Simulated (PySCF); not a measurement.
# TPSS on He (helium, neutral)

Configuration: 1s2, closed-shell 1S. Calculation: PySCF 2.14, in jorge-DZP-DKH (2s1p, 5 functions); scalar relativity by spin-free X2C-1e.

| Property | Result |
| --- | --- |
| Total energy | -2.9026 hartree |
| One-electron energy | -3.8848 hartree |
| Hartree (Coulomb) energy | 2.0591 hartree |
| Exchange-correlation energy | -1.0769 hartree |
| ⟨S²⟩ | 0.0000 |
| ⟨L²⟩ | 0.000 |
| Sum of ⟨r⟩ | 1.842 bohr |
| Sum of ⟨r²⟩ | 2.316 bohr² |
| Langevin diamagnetic susceptibility | -1.83 ×10⁻⁶ cm³/mol |
| Time after the integrals | 0.03 s of wall time on 1 thread of Neoverse-V2 (shared host) |

```
shell  electrons  mean orbital energy (hartree)  rms radius, mean of both spins (bohr)
   1s          2                       -0.58942                                   1.08
```
